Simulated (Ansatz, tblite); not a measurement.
Spin states of the cluster SnBi₂ (the lowest singlet isomer of a short search), each relaxed with PBE0-D4/def2-SVP in Ansatz. Electronic energies in the gas phase.

In the def2 sets Bi, Sn take a core potential; there is no spin–orbit coupling. The xTB rows come from tblite. Correlated methods freeze 12 core orbitals; core or outer-core shells of Bi, Sn are correlated, in sets that lack core-valence functions. The structure comes from a short search, and lower isomers may exist.

Singlet geometry (C2v within 0.1 Å):

```xyz
3

Bi    1.5620    0.4101   -0.3204
Bi   -0.5916    0.2543    1.5152
Sn   -0.9703   -0.6643   -1.1948
```

Triplet geometry (Cs within 0.1 Å):

```xyz
3

Bi   -1.7175   -0.5916    0.3091
Bi    0.5434   -0.0471   -1.4501
Sn    1.1741    0.6387    1.1410
```

Quintet geometry (C2v within 0.1 Å):

```xyz
3

Bi   -1.083   -0.601   -1.235
Bi    0.175    1.740    0.018
Sn    0.908   -1.139    1.216
```

⟨S²⟩: triplet 2.02 at PBE0-D4/def2-TZVP (pure 2.00), quintet 6.01 at PBE0-D4/def2-TZVP (pure 6.00).

Run but left out: HF/def2-TZVP (singlet: restricted singlet, unstable towards broken spin symmetry); MP2/def2-TZVP (triplet: ⟨S²⟩ 2.74, where a pure state has 2.00).

Only these spin states were relaxed.

Question: Estimate which spin state lies lowest at each of these levels, and by how much: GFN1-xTB; GFN2-xTB; LDA (SPW92)/def2-TZVP; PBE-D4/def2-TZVP; r2SCAN-D4/def2-TZVP; B97M-V/def2-TZVP; r2SCANh-D4/def2-TZVP; PBE0-D4/def2-TZVP; r2SCAN0-D4/def2-TZVP; ωB97X-V/def2-TZVP; RPA@PBE/def2-TZVP.

Answer: 
| level | triplet − singlet (kJ/mol) | quintet − singlet (kJ/mol) | lowest of these |
| --- | --- | --- | --- |
| GFN1-xTB | 160.0 | 360.7 | singlet |
| GFN2-xTB | 125.0 | 311.2 | singlet |
| LDA (SPW92)/def2-TZVP | 112.5 | 277.9 | singlet |
| PBE-D4/def2-TZVP | 96.1 | 231.3 | singlet |
| r2SCAN-D4/def2-TZVP | 82.5 | 200.9 | singlet |
| B97M-V/def2-TZVP | 96.3 | 229.9 | singlet |
| r2SCANh-D4/def2-TZVP | 81.6 | 196.0 | singlet |
| PBE0-D4/def2-TZVP | 93.2 | 213.1 | singlet |
| r2SCAN0-D4/def2-TZVP | 79.8 | 188.6 | singlet |
| ωB97X-V/def2-TZVP | 99.2 | 221.6 | singlet |
| RPA@PBE/def2-TZVP | 95.7 | 220.8 | singlet |

Change of the quintet − singlet gap on mixing in exact exchange, in kJ/mol: PBE to PBE0 (25 % exact exchange) -18.2; r2SCAN to r2SCANh (10 % exact exchange) -4.9; r2SCAN to r2SCAN0 (25 % exact exchange) -12.2. The xTB methods have no term that favours high spin, so they put low spin too low.
